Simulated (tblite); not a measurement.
Species: C4H7FO2Si.
Numbering: `[CH2:1]=[CH:2][C:3](=[O:4])[Si@@H:5]([F:6])[O:7][CH3:8]` (hydrogens: H9, H10 on C1; H11 on C2; H12 on Si5; H13, H14, H15 on C8)

Computed with GFN2-xTB (tblite), gas phase: L-BFGS steps from a force-field or distance-geometry start until the largest atomic force falls under 0.01 eV/Å.

Step 41: E = -728.4807 eV
```
atom  x, y, z in Å  |  force x, y, z in eV/Å
C1     -3.1499    0.4040    0.0245   -0.019   0.054   0.004
C2     -1.8699    0.0518   -0.0199   -0.040   0.006  -0.029
C3     -0.9239    0.4837    1.0283    0.025   0.005  -0.033
O4     -1.2974    1.0652    2.0282    0.030   0.036   0.017
Si5     0.9283    0.0221    0.8670   -0.008  -0.049  -0.018
F6      1.0450   -1.5356    1.2941    0.014  -0.078   0.057
O7      1.3361    0.1139   -0.6888   -0.003   0.003   0.008
C8      2.5094   -0.3754   -1.2915    0.024   0.016  -0.016
H9     -3.8759    0.1059   -0.7146    0.059   0.004   0.005
H10    -3.4965    1.0313    0.8319   -0.029  -0.044  -0.003
H11    -1.4639   -0.5535   -0.8161    0.016  -0.020  -0.004
H12     1.8110    0.6954    1.7958   -0.007   0.039   0.034
H13     2.5849   -1.4562   -1.1643   -0.045  -0.001  -0.001
H14     3.3918    0.0845   -0.8449   -0.008   0.038  -0.012
H15     2.4664   -0.1293   -2.3514   -0.008  -0.007  -0.009
```

Step 42: E = -728.4816 eV
```
atom  x, y, z in Å  |  force x, y, z in eV/Å
C1     -3.1498    0.4052    0.0244   -0.014   0.031  -0.010
C2     -1.8698    0.0536   -0.0203   -0.010  -0.004  -0.005
C3     -0.9223    0.4833    1.0276    0.013   0.022  -0.014
O4     -1.2949    1.0667    2.0270    0.031   0.031   0.013
Si5     0.9301    0.0218    0.8687    0.001  -0.040   0.008
F6      1.0466   -1.5370    1.2937    0.016  -0.061   0.050
O7      1.3371    0.1176   -0.6873    0.021  -0.008   0.020
C8      2.5081   -0.3750   -1.2920    0.029   0.008  -0.023
H9     -3.8716    0.1063   -0.7168    0.026  -0.009  -0.024
H10    -3.5042    1.0281    0.8308   -0.007  -0.020   0.018
H11    -1.4635   -0.5543   -0.8145    0.005  -0.007  -0.012
H12     1.8100    0.6960    1.8028   -0.030   0.015   0.001
H13     2.5833   -1.4557   -1.1638   -0.057  -0.005   0.000
H14     3.3945    0.0819   -0.8501   -0.019   0.053  -0.004
H15     2.4619   -0.1306   -2.3520   -0.006  -0.005  -0.018
```

Problem. Estimate the geometry and energy of step 43. (The exact step hangs on the optimiser's Hessian estimate; all steps are aligned on step 42, rigid shifts and turns removed.)

Solution. E = -728.4823 eV, largest force 0.062 eV/Å
```
atom  x, y, z in Å  |  force x, y, z in eV/Å
C1     -3.1517    0.4082    0.0257   -0.001   0.002  -0.021
C2     -1.8724    0.0546   -0.0212    0.020  -0.006   0.018
C3     -0.9216    0.4822    1.0251    0.008   0.025  -0.001
O4     -1.2912    1.0675    2.0248    0.030   0.025   0.002
Si5     0.9309    0.0186    0.8687    0.001  -0.030   0.029
F6      1.0467   -1.5392    1.2990    0.019  -0.043   0.041
O7      1.3390    0.1136   -0.6869    0.019  -0.005   0.030
C8      2.5108   -0.3746   -1.2929    0.022   0.002  -0.025
H9     -3.8713    0.1085   -0.7162   -0.004  -0.014  -0.044
H10    -3.5096    1.0273    0.8325    0.008  -0.001   0.028
H11    -1.4675   -0.5562   -0.8146   -0.006   0.011  -0.011
H12     1.8065    0.6985    1.8048   -0.044  -0.004  -0.021
H13     2.5882   -1.4550   -1.1664   -0.053  -0.017   0.001
H14     3.3968    0.0832   -0.8519   -0.017   0.059   0.001
H15     2.4620   -0.1293   -2.3523   -0.002  -0.002  -0.027
```

The energy changes by -0.0007 eV. The first-order estimate −F·Δx gives -0.0009 eV and the mean of the old and new forces, exact on a quadratic surface, -0.0007 eV. The step makes an angle of 68° with the force vector and moves no atom by more than 0.006 Å.

What follows is the cost of the whole relaxation. On Intel Xeon at 2.50 GHz, one thread, on a shared host, this took 1.7 s of wall time.
